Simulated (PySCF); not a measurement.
Spectra and structures to be paired. The calculation used TDDFT B3LYP/def2-SVPD, vertical, gas phase, core orbitals frozen in the response (PySCF 2.14.0, density-fitted response routines). Geometries: PBE0-D3(BJ)/def2-SVP; one conformer of each isolated species. Triplets are in the Tamm–Dancoff approximation. Relativistic effects are left out although some hold elements past zinc.

A. `C[Se]C`
B. `CC(C)[C@H](C)CC[SiH3]`
C. `C[C@@H](C#N)S/C=C/F`
D. `CC(F)(F)C1=C(F)C(=O)OC1=O`

Lowest singlet levels (six at most, fewer where fewer were computed) with oscillator strengths:

1. 168 nm (f 0.013); 157 nm (f 0.017); 156 nm (f 0.015); 153 nm (f 0.039); 153 nm (f 0.007); 151 nm (f 0.011); T1 7.17 eV
2. 262 nm (f 0.003); 213 nm (f 0.013); 202 nm (f 0.007); 200 nm (f 0.156); 190 nm (f 0.025); 185 nm (f 0.041)
3. 320 nm (f 0.000); 275 nm (f 0.000); 244 nm (f 0.083); 214 nm (f 0.004); 204 nm (f 0.282); 183 nm (f 0.001); T1 3.45 eV
4. 272 nm (f 0.000); 237 nm (f 0.015); 229 nm (f 0.027); 201 nm (f 0.044); 191 nm (f 0.000); 189 nm (f 0.000); T1 4.16 eV

Question: Match each spectrum to its molecule.

Answer: 1 = B, 2 = C, 3 = D, 4 = A.
- A: S1 at 4.56 eV, HOMO→LUMO (98%); Löwdin shares by element: HOMO selenium 73%, carbon 20%; LUMO selenium 63%, carbon 20% (atoms not listed hold the other 17%); HOMO -5.81 and LUMO -0.11 eV; point group C2v, 3 of its 6 listed states under f = 0.0005.
- B: S1 at 7.38 eV, HOMO→LUMO (98%); Löwdin shares by element: HOMO carbon 50% or more, silicon 15% (atoms not listed hold the other 35%); LUMO silicon 22%, carbon 20% or more (atoms not listed hold the other 58%); HOMO -8.02 and LUMO 0.20 eV.
- C: S1 at 4.73 eV, HOMO→LUMO (98%); Löwdin shares by element: HOMO sulfur 70%, carbon 16% or more; LUMO carbon 57% or more, sulfur 18% (atoms not listed hold the other 26%); HOMO -7.20 and LUMO -1.29 eV.
- D: S1 at 3.88 eV, HOMO→LUMO (98%); Löwdin shares by element: HOMO oxygen 78%, carbon 6% or more (atoms not listed hold the other 17%); LUMO carbon 47% or more, oxygen 16% or more (atoms not listed hold the other 37%); HOMO -9.10 and LUMO -3.86 eV.
